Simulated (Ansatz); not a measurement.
Input for Ansatz (a quantum-chemistry and plane-wave program): U-PBE/def2-TZVPP on F (SMILES [F]).

Ansatz 0.2 input:
```yaml
crystal:
  periodic: [false, false, false]
  atoms:
    - {symbol: F, position_ang: [0.00000000, 0.00000000, 0.00000000]}
basis:
  gaussian:
    orbitals: def2-TZVPP
hamiltonian:
  xc: {name: PBE}
magnetization: {spin_polarized: true, initial_magnetization: 1}
```

Program output:

```
WARN ansatz: RAYON_NUM_THREADS=1 ignored (pool sized by the plan → 1); use --threads N
Functional definition: PBE
integrals: 0.00 GiB planned
156 factors; their error is unknown
mean field: 0.06 GiB planned
mean field evaluation 1: about -2712.0009 eV, gradient 8.0e0 eV
mean field evaluation 2: about -2712.0448 eV, gradient 6.0e0 eV
mean field evaluation 4: about -2712.1359 eV, gradient 2.6e-2 eV
mean field evaluation 8: about -2712.1350 eV, gradient 4.3e-4 eV
mean field evaluation 16: about -2712.1350 eV, gradient 9.4e-3 eV
mean field -2712.13499483 eV, -99.6691227088 hartree, gradient 2.7e-5 eV, S^2 0.751267; 2 other end points of the search recorded, 0 dependent functions left out
reference -2712.13500270 eV, -99.6691229982 hartree; 5, 4 occupied and 26, 27 virtual orbitals, 156 factors
Total energy: -2712.13500270 eV, -99.6691229982 hartree
```

The calculation finished and met its thresholds.

Cost: about 0.4 core-seconds (a rough figure).
